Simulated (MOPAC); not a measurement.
MOPAC input (PM7):

```
PM7 FORCE THERMO(298,298) PRECISE LET UHF MS=0.5 GEO-OK AUX(PRECISION=9) THREADS=1
CI

C     0.00000000 1    0.00000000 1   -1.83507384 1
I     0.00000000 1    0.00000000 1    0.21095385 1
```

From the output:

```
     I    2   2.778593   2.778473

          HEAT OF FORMATION =     128.008067 KCALS/MOLE

          ZERO POINT ENERGY       0.937 KCAL/MOL

           NORMAL COORDINATE ANALYSIS (Total motion = 1 Angstrom)

   Root No.       1

                 1 Sig

                 655.6

           1    0.9135
           2    0.0000
           3   -0.0000
           4   -0.0865
           5    0.0000
           6    0.0000

           MASS-WEIGHTED COORDINATE ANALYSIS (NORMAL COORDINATES)

   Root No.       1

                 1 Sig

                 655.6

           1    0.9558
           2    0.0000
           3   -0.0000
           4   -0.2940
           5    0.0000
           6    0.0000

          DESCRIPTION OF VIBRATIONS

 VIBRATION          1    1Sig        ATOM PAIR     ENERGY CONTRIBUTION    RADIAL
 FREQUENCY           655.59         C 1 -- I 2        +100.0% (100.0%)    100.0%
 TRANSITION DIPOLE   4.8183
 TRAVEL (Ang.)       0.0968
 REDUCED MASS       10.9725
 EFFECTIVE MASS     17.1400
 FORCE CONSTANT      2.7786

      SYMMETRY NUMBER FOR POINT-GROUP C*v =  1

          SYSTEM IS A GROUND STATE

 CI

          MOLECULE IS LINEAR

          THERE ARE  1 GENUINE VIBRATIONS IN THIS SYSTEM
          THIS THERMODYNAMICS CALCULATION IS LIMITED TO
          MOLECULES WHICH HAVE NO INTERNAL ROTATIONS

                    CALCULATED THERMODYNAMIC PROPERTIES
                                          *
   TEMP. (K)   PARTITION FUNCTION   H.O.F.    ENTHALPY  HEAT CAPACITY ENTROPY
                                   KCAL/MOL   CAL/MOLE    CAL/K/MOL  CAL/K/MOL

 298.00  VIB.     0.1044D+01                    82.5913     0.9159     0.3628
         ROT.     0.5644D+03                   592.1869     1.9872    14.5775
         INT.     0.5892D+03                   674.7782     2.9031    14.9404
         TRA.     0.1583D+28                  1480.4672     4.9680    40.6956
         TOT.                      128.008    2155.2454     7.8711    55.6359

   *: NOTE: HEATS OF FORMATION ARE RELATIVE TO THE
            ELEMENTS IN THEIR STANDARD STATE AT 298K
              (=  Standard Enthalpy of Formation).

            Hvib:  Zero-point energy is not included.
                   frequencies of less than zero cm-1 are not included.
            Hrot = (3/2)RT
            Htra = (3/2)RT + pV = (5/2)RT

            Heat capacity is Cp, not Cv

          For more information, see: HTTP://OpenMOPAC.net/Manual/thermochemistry.html

           FORCE CONSTANT IN CARTESIAN COORDINATES (Millidynes/A)

    ATOM   CHEMICAL       X               Y               Z
   NUMBER   SYMBOL  FORCE CONSTANT  FORCE CONSTANT  FORCE CONSTANT

      1       C        2.778593        0.001363        0.001363
      2       I        2.778592        0.001363        0.001363

 **********************
 *                    *
 * JOB ENDED NORMALLY *
 *                    *
 **********************

 == MOPAC DONE ==
```
